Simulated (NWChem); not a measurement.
System: GaSiH₅; SMILES [SiH3][GaH2]

NWChem printed, in part:

```
             Northwest Computational Chemistry Package (NWChem) 7.3.0
             --------------------------------------------------------

                             Geometry "geometry" -> ""
                             -------------------------

 Output coordinates in angstroms (scale by  1.889725989 to convert to a.u.)

  No.       Tag          Charge          X              Y              Z
 ---- ---------------- ---------- -------------- -------------- --------------
    1 Ga                  31.0000     0.00840700     0.86212900    -0.00402600
    2 H                    1.0000    -1.35463600     1.65114900     0.01586400
    3 H                    1.0000     1.34780100     1.68930800     0.02037600
    4 Si                  14.0000     0.01428100    -1.55432700    -0.02696000
    5 H                    1.0000    -0.27536400    -2.05294700     1.35817000
    6 H                    1.0000     1.32796500    -2.13233900    -0.45117400
    7 H                    1.0000    -1.04964100    -2.10033700    -0.92872300

 Effective nuclear repulsion energy (a.u.)     151.5993061689

  pbe96 is a nonlocal functional; adding pw91lda local functional.
                              NWChem Property Module
                              ----------------------

  itol2e modified to match energy
  convergence criterion.

                                 NWChem DFT Module
                                 -----------------

 Summary of "ao basis" -> "ao basis" (spherical)
 ------------------------------------------------------------------------------
       Tag                 Description            Shells   Functions and Types
 ---------------- ------------------------------  ------  ---------------------
 Ga                         pcsseg-1                15       41   5s7p3d
 H                          pcsseg-1                 3        5   2s1p
 Si                         pcsseg-1                10       24   4s5p1d

  itol2e modified to match energy
  convergence criterion.

            General Information
            -------------------
          SCF calculation type: DFT
          Wavefunction type:  closed shell.
          No. of atoms     :     7
          No. of electrons :    50
           Alpha electrons :    25
            Beta electrons :    25
          Charge           :     0
          Spin multiplicity:     1
          Use of symmetry is: off; symmetry adaption is: off
          Maximum number of iterations: 150
          AO basis - number of functions:    90
                     number of shells:    40
          Convergence on energy requested:  1.00D-07
          Convergence on density requested:  1.00D-05
          Convergence on gradient requested:  5.00D-04

              XC Information
              --------------
          PerdewBurkeErnzerhof Exchange Functional  1.000
            Perdew 1991 LDA Correlation Functional  1.000 local
           PerdewBurkeErnz. Correlation Functional  1.000 non-local

             Grid Information
             ----------------
          Grid used for XC integration:  fine
          Radial quadrature: Mura-Knowles
          Angular quadrature: Lebedev.
          Tag              B.-S. Rad. Rad. Pts. Rad. Cut. Ang. Pts.
          ---              ---------- --------- --------- ---------
          Ga                  1.30      140          11.0       974
          H                   0.35       60          12.0       590
          Si                  1.10      123          11.0       770
          Grid pruning is: on
          Number of quadrature shells:   563
          Spatial weights used:  Erf1

      Superposition of Atomic Density Guess
      -------------------------------------

 Sum of atomic energies:       -2214.29834637

      Non-variational initial energy
      ------------------------------

 Total energy =   -2214.778335
 1-e energy   =   -3390.269747
 2-e energy   =    1023.892105
 HOMO         =      -0.282318
 LUMO         =      -0.034088

[...]

          -----------------------------------------
          Chemical Shielding Tensors (GIAO, in ppm)
          -----------------------------------------

                                NWChem CPHF Module
                                ------------------

  scftype          =     RHF
  nclosed          =       25
  nopen            =        0
  variables        =     1625
  # of vectors     =        3
  tolerance        = 0.10D-03
  level shift      = 0.00D+00
  max iterations   =       50
  max subspace     =       30

 SCF residual:    7.0604081876269101E-005

Iterative solution of linear equations
  No. of variables     1625
  No. of equations        3
  Maximum subspace       30
        Iterations       50
       Convergence  1.0D-04

   iter   nsub   residual    time
   ----  ------  --------  ---------
     1      3    1.12D-04      42.4
     2      6    3.45D-09      49.0

      Atom:    1  Ga
        Diamagnetic
   2633.9958     -0.0380     -0.0045
     -0.0380   2641.0672     -0.0190
     -0.0045     -0.0190   2638.2370

        Paramagnetic
  -2218.1706     -0.5351     -1.6117
     -0.5351  -1859.2133    -20.8838
     -1.6117    -20.8838  -1152.7363

        Total Shielding Tensor
    415.8251     -0.5731     -1.6162
     -0.5731    781.8539    -20.9028
     -1.6162    -20.9028   1485.5007

           isotropic =     894.3933
          anisotropy =     887.5954

          Principal Components and Axis System
                 1           2           3
             1486.1235    781.2346    415.8217

      1        -0.0015     -0.0017      1.0000
      2        -0.0297      0.9996      0.0017
      3         0.9996      0.0297      0.0015

      Atom:    2  H
        Diamagnetic
     34.4959     -9.3275     -0.2225
     -9.3275     26.8606      0.1347
     -0.2225      0.1347     20.6912

        Paramagnetic
     -8.2921      3.3053      0.1183
      3.3053     -3.3719     -0.0730
      0.1183     -0.0730      0.8678

        Total Shielding Tensor
     26.2038     -6.0222     -0.1042
     -6.0222     23.4886      0.0616
     -0.1042      0.0616     21.5590

           isotropic =      23.7505
          anisotropy =      10.9058

          Principal Components and Axis System
                 1           2           3
               31.0210     21.5575     18.6728

      1         0.7809      0.0062      0.6246
      2        -0.6245     -0.0125      0.7809
      3        -0.0127      0.9999      0.0059

      Atom:    3  H
        Diamagnetic
     33.9885      9.5387      0.2658
      9.5387     27.3263      0.1718
      0.2658      0.1718     20.6837

        Paramagnetic
     -8.0717     -3.4599     -0.1491
     -3.4599     -3.5693     -0.0866
     -0.1491     -0.0866      0.7954

        Total Shielding Tensor
     25.9168      6.0788      0.1167
      6.0788     23.7570      0.0853
      0.1167      0.0853     21.4791

           isotropic =      23.7176
          anisotropy =      10.9431

          Principal Components and Axis System
                 1           2           3
               31.0130     21.4769     18.6629

      1         0.7664     -0.0094     -0.6423
      2         0.6422     -0.0123      0.7664
      3         0.0151      0.9999      0.0034

      Atom:    4  Si
        Diamagnetic
    879.2860      0.0015     -0.0093
      0.0015    886.0394      0.0107
     -0.0093      0.0107    879.6763

        Paramagnetic
   -425.2298     -4.1793      0.4541
     -4.1793   -421.7476      5.0340
      0.4541      5.0340   -435.1164

        Total Shielding Tensor
    454.0562     -4.1778      0.4448
     -4.1778    464.2918      5.0447
      0.4448      5.0447    444.5599

           isotropic =     454.3026
          anisotropy =      18.6696

          Principal Components and Axis System
                 1           2           3
              466.7490    453.0090    443.1500

      1        -0.2994      0.9442     -0.1369
      2         0.9317      0.2584     -0.2554
      3         0.2058      0.2040      0.9571

      Atom:    5  H
        Diamagnetic
     23.2356      1.1182     -2.3034
      1.1182     27.6556     -5.2840
     -2.3034     -5.2840     33.8902

        Paramagnetic
      2.3175     -0.6126      1.0561
     -0.6126     -0.8978      2.1867
      1.0561      2.1867     -3.2884

        Total Shielding Tensor
     25.5531      0.5056     -1.2473
      0.5056     26.7578     -3.0973
     -1.2473     -3.0973     30.6019

           isotropic =      27.6376
          anisotropy =       7.4123

          Principal Components and Axis System
                 1           2           3
               32.5791     25.3757     24.9579

      1        -0.1869      0.8875      0.4213
      2        -0.4740     -0.4571      0.7526
      3         0.8604     -0.0591      0.5061

      Atom:    6  H
        Diamagnetic
     32.8036     -5.6278     -3.2241
     -5.6278     28.0897      1.8181
     -3.2241      1.8181     24.0200

        Paramagnetic
     -2.1821      2.7356      1.4756
      2.7356     -0.9373     -0.6793
      1.4756     -0.6793      1.0031

        Total Shielding Tensor
     30.6214     -2.8922     -1.7485
     -2.8922     27.1524      1.1388
     -1.7485      1.1388     25.0231

           isotropic =      27.5990
          anisotropy =       7.8257

          Principal Components and Axis System
                 1           2           3
               32.8161     25.5290     24.4518

      1         0.8384      0.5195      0.1652
      2        -0.4800      0.8472     -0.2277
      3        -0.2583      0.1116      0.9596

      Atom:    7  H
        Diamagnetic
     29.3254      4.3678      5.5256
      4.3678     27.8867      3.6875
      5.5256      3.6875     27.6326

        Paramagnetic
     -0.5704     -2.2380     -2.5060
     -2.2380     -0.9388     -1.4477
     -2.5060     -1.4477     -0.5800

[...]
```

Level: PBE/pcSseg-1, GIAO. Geometry: optimised at PBE0/def2-SVP. The printed shielding anisotropy is the first printed principal value minus the mean of the other two.

Reconstruct the input file.

One answer among several that fit: the input that was run:
```
start job
memory heap 200 mb stack 900 mb global 1100 mb
geometry units angstroms noautosym nocenter noautoz
  Ga     0.008407     0.862129    -0.004026
  H     -1.354636     1.651149     0.015864
  H      1.347801     1.689308     0.020376
  Si     0.014281    -1.554327    -0.026960
  H     -0.275364    -2.052947     1.358170
  H      1.327965    -2.132339    -0.451174
  H     -1.049641    -2.100337    -0.928723
end
basis spherical
  Ga library pcsseg-1
  H library pcsseg-1
  Si library pcsseg-1
end
dft
  xc xpbe96 cpbe96
  iterations 150
end
property
  shielding
end
task dft property
```
